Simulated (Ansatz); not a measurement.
Ideal-gas functions of `N[AsH]S` at 500 K and 1 bar, from an Ansatz frequency run at PBE0-D4/def2-TZVP.

Molar mass 125.03 g/mol, point group C1 (symmetry number 1), electronic degeneracy 1, moments of inertia 44.838, 146.596, 181.672 u Å². Harmonic wavenumbers (cm⁻¹, unscaled): 128, 249, 262, 386, 457, 647, 697, 773, 907, 977, 1572, 2162, 2714, 3563, 3674.

Use S(trans) = R[1.5 ln M + 2.5 ln T − 1.1517]; rotational temperatures θ = 24.2544 K / I; S(rot) = R[ln(√π/σ · √(T³/θAθBθC)) + 1.5]; for each mode x = 1.438777 ν̃/T, S = R[x/(eˣ − 1) − ln(1 − e⁻ˣ)] and H = RT x/(eˣ − 1); 1 cm⁻¹ = 0.0119627 kJ/mol; R = 8.31446 J/(mol·K).

**Question.** By hand: the entropy, in J/(mol·K).

**Answer.** Translation 179.8. Rotation: θ = 0.5409, 0.1655, 0.1335 K, giving 113.1. Vibration, mode by mode: 16.67, 11.26, 10.86, 7.86, 6.61, 4.25, 3.79, 3.19, 2.36, 2.01, 0.50, 0.12, 0.03, 0.00, 0.00, in all 69.5. Electronic 0.0. Sum 362.4 J/(mol·K).

**Question.** By hand: H − E and G − E in kJ/mol, counted from the electronic energy.

**Answer.** Zero-point energy ½ × 19168 × 0.0119627 = 114.7; thermal vibration 19.1; translation, rotation and pV give 4 RT = 16.6. H − E = 150.4 kJ/mol, and G − E = 150.4 − 500 × 362.4/1000 = -30.8 kJ/mol.

Vibration gives 19 % of the entropy, 16.7 J/(mol·K) of it from the mode under 150 cm⁻¹: soft modes count most, and the harmonic formula is weakest for them. The sum counts one conformer and one mirror image; others add a mixing term.
